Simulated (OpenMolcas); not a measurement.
**Sm3+: input and output**

Sm3+ with its 6 nearest oxide ions at 2.362 Å, on the Ca site of CaO (a = 4.8105 Å, distance in the model lattice 2.405 Å). The rest of the host is ab initio model potentials to 7.6 Å, with orthogonalisation functions on the cations behind the ligands, and point charges beyond; the distance is set by hand and nothing relaxes, and no local charge compensation is placed. Ligand basis ANO-RCC-VDZP.

Input, with the lattice sites abridged:

```
&GATEWAY
Basis set
Sm.ANO-RCC-VDZP.
Sm1 0.0 0.0 0.0 Angstrom
End of basis
Basis set
O.ANO-RCC-VDZP.
L1 2.362000 0.000000 0.000000 Angstrom
L2 0.000000 2.362000 0.000000 Angstrom
L3 0.000000 0.000000 2.362000 Angstrom
End of basis
Basis set
Ca.EMB-AIMP.Pascual.13s7p.1s1p.ECP.CaO.
PseudoCharge
* 3 symmetry-unique lattice sites within 7.6 angstrom
End of basis
Basis set
Ca.EMB-AIMP.Pascual.0s.0s.ECP.CaO.
PseudoCharge
* 24 symmetry-unique lattice sites within 7.6 angstrom
End of basis
Basis set
O.EMB-AIMP.Pascual.0s.0s.ECP.CaO.
PseudoCharge
* 31 symmetry-unique lattice sites within 7.6 angstrom
End of basis
Symmetry
XYZ
AngMom=0.0 0.0 0.0
AMFI
RICD
XField
1037 Angstrom 0
* Evjen-weighted lattice charges
&SEWARD
&RASSCF
FileOrb=start.orb
Symmetry=2
Spin=6
nActEl=5 0 0
Inactive=30 27
Ras2=0 7
CIRoot=21 21 1
SDav=21
CIMx=300
Iter=150 100
PrWF=0.3
OrbListing=Nothing
MaxOrb=0
LevShft=1.0
>>> COPY $Project.JobIph JOB001
&RASSCF
FileOrb=start.orb
Symmetry=2
Spin=4
nActEl=5 0 0
Inactive=30 27
Ras2=0 7
CIRoot=162 162 1
SDav=224
CIMx=300
Iter=150 100
PrWF=0.3
OrbListing=Nothing
MaxOrb=0
CIOnly
LevShft=1.0
>>> COPY $Project.JobIph JOB002
&RASSCF
FileOrb=start.orb
Symmetry=2
Spin=2
nActEl=5 0 0
Inactive=30 27
Ras2=0 7
CIRoot=162 162 1
SDav=490
CIMx=300
Iter=150 100
PrWF=0.3
OrbListing=Nothing
MaxOrb=0
CIOnly
LevShft=1.0
>>> COPY $Project.JobIph JOB003
&RASSI
NrOfJobIphs=3 21 108 41
1 2 3 4 5 6 7 8 9 10 11 12 13 14 15 16 17 18 19 20 21
1 2 3 4 5 6 7 8 9 10 11 12 13 14 15 16 17 18 19 20 21 22 23 24 25 26 27
28 29 30 31 32 33 34 35 36 37 38 39 40 41 42 43 44 45 46 47 48 49 50 51
52 53 54 55 56 57 58 59 60 61 62 63 64 65 66 67 68 69 70 71 72 73 74 75
76 77 78 79 80 81 82 83 84 85 86 87 88 89 90 91 92 93 94 95 96 97 98 99
100 101 102 103 104 105 106 107 108
1 2 3 4 5 6 7 8 9 10 11 12 13 14 15 16 17 18 19 20 21 22 23 24 25 26 27
28 29 30 31 32 33 34 35 36 37 38 39 40 41
IphNames
JOB001
JOB002
JOB003
EJob
SpinOrbit
DIPRint=1.0
SOCoupling=1000.0
Subsets=2
Property=9
'ANGMOM' 1 'ANGMOM' 2 'ANGMOM' 3 'MLTPL  1' 1 'MLTPL  1' 2 'MLTPL  1' 3
'AMFI' 1 'AMFI' 2 'AMFI' 3
SOProperty=3
'ANGMOM' 1 'ANGMOM' 2 'ANGMOM' 3
```

Launched by
```bash
OMP_NUM_THREADS=1 MOLCAS_MEM=2457 MOLCAS_PROJECT=a pymolcas a.inp > a.log  # once for each step of the input, in one work folder
```

A driver script runs the steps one by one and writes start.orb anew before each from the orbitals found so far, so a CI-only block uses the converged orbitals of the first block.

Output, cut to the results:

```
--- SEWARD ---
Basis set label: SM.ANO-RCC...7S6P4D2F1G.

      Electronic valence basis set:
      ------------------
      Associated Effective Charge  62.000000 au
      Associated Actual Charge     62.000000 au
      Nuclear Model: Point charge

      Shell  nPrim  nBasis  Cartesian Spherical Contaminant
         s      25       7        X
         p      22       6        X
         d      15       4                 X
         f      11       2                 X
         g       4       1                 X
                  Relativistic Douglas-Kroll-Hess integrals:
                    - DKH order of Hamiltonian: 2
                    - DKH order of Properties : 0
                  Atomic mean-field integrals
--- RASSCF ---
Wave function specifications:
      -----------------------------

      Number of closed shell electrons         114
      Number of electrons in active shells       5
      Max number of holes in RAS1 space          0
      Max nr of electrons in RAS3 space          0
      Number of inactive orbitals               57
      Number of active orbitals                  7
      Number of secondary orbitals             112
      Spin quantum number                      2.5
      State symmetry                             2
Orbital specifications:
      -----------------------

      Symmetry species                           1   2
                                                ag  au
      Frozen orbitals                            0   0
      Inactive orbitals                         30  27
      Active orbitals                            0   7
      RAS1 orbitals                              0   0
      RAS2 orbitals                              0   7
      RAS3 orbitals                              0   0
      Secondary orbitals                        60  52
      Deleted orbitals                           0   0
      Number of basis functions                 90  86
      Number of CSFs                            21
      Number of root(s) required                21
      Iter CI   SX   CI       RASSCF       Energy    max ROT     max BLB   max BLB  Level Ln srch  Step   QN
          iter iter root      energy       change     param      element    value   shift minimum  type update
 Nr of preliminary CI iterations:   1
      Total energies have been shifted. Add               -10000.00 au
        1   1    9    0  -873.79243109    0.00E+00   6.30E-02   14  48 2 -4.91E-01*  1.23   0.00    SX    NO
        2   1    9    0  -875.38363614   -1.59E+00* -6.37E-02   30  33 1  2.32E-01*  0.79   0.00    SX    NO
        3   1   10    0  -875.76125162   -3.78E-01*  4.03E-02   30  33 1  1.19E-01*  0.61   0.00    SX    NO
        4   1    9    0  -875.82799242   -6.67E-02* -2.12E-02   30  33 1  6.02E-02*  0.56   0.00    SX    NO
        5   1    9    0  -875.84489664   -1.69E-02* -1.80E-02   30  33 1  3.07E-02*  0.54   1.95    LS   YES
        6   1    9    0  -875.85013875   -5.24E-03* -3.34E-03   27  69 2 -9.73E-03*  0.53   1.11    QN   YES
        7   1    8    0  -875.85076061   -6.22E-04*  1.71E-03   21  59 2 -3.74E-03*  0.54   1.43    QN   YES
        8   1    8    0  -875.85088580   -1.25E-04*  4.23E-04   12  48 1  1.79E-03*  0.53   0.99    QN   YES
        9   1    7    0  -875.85089625   -1.05E-05* -2.70E-04   12  44 2  5.97E-04*  0.54   1.05    QN   YES
       10   1    7    0  -875.85089868   -2.43E-06* -2.57E-04   19  31 1  2.57E-04*  0.53   1.95    LS   YES
       11   1    7    0  -875.85089891   -2.29E-07*  5.28E-05   12  47 2  2.44E-04*  0.53   0.60    QN   YES
       12   1    6    0  -875.85089931   -4.05E-07* -5.24E-05   19  31 1  7.09E-05   0.53   1.31    QN   YES
       13   1    5    0  -875.85089936   -5.01E-08*  7.85E-05   19  31 1  2.74E-05   0.53   2.50    LS   YES
       14   1    6    0  -875.85089930    6.81E-08* -4.53E-05   12  47 2 -9.65E-05   0.53   0.18    LS   YES
       15   1    5    0  -875.85089937   -7.75E-08*  1.18E-05   12  47 2 -4.65E-05   0.53   1.15    QN   YES
       16   1    5    0  -875.85089938   -1.84E-09   4.57E-06   30  33 1  9.88E-06   0.53   0.37    QN   YES
      Convergence after 16 iterations
       17   1    5    0  -875.85089937    3.22E-09   4.57E-06   30  33 1  4.42E-06   0.53   0.37    QN   YES
      Natural orbitals and occupation numbers for root  1
      sym 2:   0.257597   1.000000   0.257597   0.777826   0.964578   0.777826   0.964578
      Natural orbitals and occupation numbers for root  2
...
--- RASSI ---
SPIN-FREE ENERGIES:
  (Shifted by EMIN (a.u.) =     -10875.8836242386)

 SF State       Relative EMIN(au)   Rel lowest level(eV)    D:o, cm**(-1)

     1             0.0000000000        0.0000000000              0.0000
     2             0.0000000000        0.0000000000              0.0000
     3             0.0000000000        0.0000000000              0.0000
     4             0.0013765642        0.0374582190            302.1209
     5             0.0013765642        0.0374582190            302.1209
     6             0.0027469693        0.0747488429            602.8901
     7             0.0027469693        0.0747488429            602.8901
     8             0.0027469693        0.0747488429            602.8901
     9             0.0051433310        0.1399571653           1128.8307
    10             0.0051433310        0.1399571653           1128.8307
    11             0.0051433310        0.1399571653           1128.8307
    12             0.0323055365        0.8790784311           7090.2457
    13             0.0324209572        0.8822191895           7115.5776
    14             0.0324209572        0.8822191895           7115.5776
    15             0.0324209572        0.8822191895           7115.5776
    16             0.0336817471        0.9165270298           7392.2890
    17             0.0336817471        0.9165270298           7392.2890
    18             0.0336817471        0.9165270298           7392.2890
    22             0.1004338123        2.7329432578          22042.6739
    23             0.1004807662        2.7342209402          22052.9791
    24             0.1004807662        2.7342209402          22052.9791
    25             0.1004807662        2.7342209402          22052.9791
    26             0.1006094106        2.7377215319          22081.2133
    27             0.1006094106        2.7377215319          22081.2133
    28             0.1006094106        2.7377215319          22081.2133
...
```

Spin-orbit levels above the lowest (labels of O, the rotations of Oh):

```csv
E (cm-1),Degeneracy,Label,2S+1,J,|mJ| (%),g
0.0,2,Γ7,6,2.56,3/2 (81),0.28 0.28 0.28
257.1,4,Γ8,6,2.63,1/2 (48),
1116,2,Γ6,6,3.54,1/2 (58),2.35 2.35 2.35
1379,4,Γ8,6,3.53,3/2 (36),
1390,2,Γ7,6,3.51,5/2 (73),1.70 1.70 1.70
2414,2,Γ6,6,4.49,1/2 (58),4.28 4.28 4.28
2568,4,Γ8,6,4.54,3/2 (41),
2679,4,Γ8,6,4.51,7/2 (41),
3958,2,Γ7,6,5.57,3/2 (45),4.46 4.46 4.46
3971,4,Γ8,6,5.47,1/2 (38),
4016,4,Γ8,6,5.52,5/2 (37),
4046,2,Γ6,6,5.51,7/2 (72),4.04 4.04 4.04
5405,4,Γ8,6,6.51,7/2 (37),
5434,2,Γ6,6,6.50,9/2 (68),6.02 6.02 6.02
5445,2,Γ7,6,6.51,5/2 (61),2.93 2.93 2.93
5626,2,Γ7,6,6.46,3/2 (57),1.97 1.97 1.97
5661,4,Γ8,6,6.48,1/2 (42),
6741,4,Γ8,6,7.46,9/2 (40),
6918,4,Γ8,6,7.46,7/2 (39),
7314,2,Γ7,6,7.43,13/2 (39),7.49 7.49 7.49
```

High states are left out of the spin-orbit mixing, which shifts the levels that they would mix with. Without dynamic correlation the ligand-field splitting of an f shell can come out too small, at times by half. The first state left out of the spin-orbit step lies near 38000 cm-1 above the lowest spin-free state of the reference (among the parities and spins computed), and the lists stop at four fifths of that energy or lower. No measured value stands beside these numbers; the geometry was set by hand and not optimised.

The RASSCF and RASSI steps took 3.2 min on 1 thread of Arm Neoverse N1, with other jobs on the host; the integral step is not counted.
